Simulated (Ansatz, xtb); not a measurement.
**Two isomers of ClFH4OSi2**

We compare I, `F[Si@H](Cl)O[SiH3]`, a singlet, with II, `F[SiH2]O[SiH2]Cl`, a singlet. Both are isolated molecules in the gas phase, relaxed with B3LYP-D3(BJ)/def2-SVP; each stands in its lowest conformer found.

I (Å):

```yaml
atoms:
  - { symbol: Cl, position_ang: [0.5071, -0.1562, 0.3299] }
  - { symbol: F, position_ang: [-0.3666, -2.5409, -1.2086] }
  - { symbol: O, position_ang: [2.2141, -1.9703, -1.3830] }
  - { symbol: Si, position_ang: [0.9292, -2.0435, -0.3836] }
  - { symbol: Si, position_ang: [3.0535, -0.9595, -2.4249] }
  - { symbol: H, position_ang: [1.1730, -2.9805, 0.7210] }
  - { symbol: H, position_ang: [3.9437, -1.8146, -3.2503] }
  - { symbol: H, position_ang: [2.0980, -0.2209, -3.2946] }
  - { symbol: H, position_ang: [3.8611, 0.0051, -1.6309] }
```

II (Å):

```xyz
9

Cl   -1.6977   -2.3987   -1.6851
F     1.9093   -2.3232    0.3124
O    -0.1464   -0.6376    0.2546
Si    0.7188   -1.6763    1.2043
Si   -1.0068   -0.5153   -1.1521
H     1.3288   -0.8891    2.2972
H    -0.1410   -2.7830    1.6814
H    -2.1722    0.3663   -0.9167
H    -0.1352   -0.0153   -2.2400
```

Which of the two would you expect CCSD(T)/def2-SVP + ΔMP2/def2-TZVPP electronic energies to favour?

Too close to call at this level: CCSD(T)/def2-SVP + ΔMP2/def2-TZVPP gives E(II) − E(I) = +2.17 kJ/mol.

The same difference at several levels:

| level | geometry | E(II) − E(I) (kJ/mol) | departure from the last row (kJ/mol) | job, with rough time for the two |
| --- | --- | --- | --- | --- |
| B3LYP-D3(BJ)/def2-SVP | B3LYP-D3(BJ)/def2-SVP | +3.98 | +1.81 | optimisation, 2.2 min |
| HF/def2-SVP | B3LYP-D3(BJ)/def2-SVP | +1.07 | −1.10 | part of the CCSD(T) run |
| MP2/def2-SVP | B3LYP-D3(BJ)/def2-SVP | +4.40 | +2.23 | part of the CCSD(T) run |
| CCSD(T)/def2-SVP | B3LYP-D3(BJ)/def2-SVP | +4.48 | +2.31 | single point |
| CCSD(T)/def2-SVP + ΔMP2/def2-TZVPP | B3LYP-D3(BJ)/def2-SVP | +2.17 |  | single point, 26 s |

As drawn, both hold the same kinds of bond in the same numbers.

The largest departure from CCSD(T)/def2-SVP + ΔMP2/def2-TZVPP is that of CCSD(T)/def2-SVP, 2.31 kJ/mol. Levels run at GFN2-xTB geometries aren't shown. The last row adds to CCSD(T) the change of the MP2 difference between the two basis sets, here −2.31 kJ/mol.

With harmonic frequencies from B3LYP-D3(BJ)/def2-SVP (ideal gas, rigid rotor, one conformer each, 600 K, 1 atm): on the last row, ΔE + ΔZPE = +3.92 kJ/mol. A mode under 50 cm⁻¹ makes harmonic enthalpies and free energies unreliable, so none is given.

The correlated steps freeze 17 core orbitals. Run with Ansatz 0.2.0; the last row on 2 threads of Arm Neoverse V2 on a shared host.
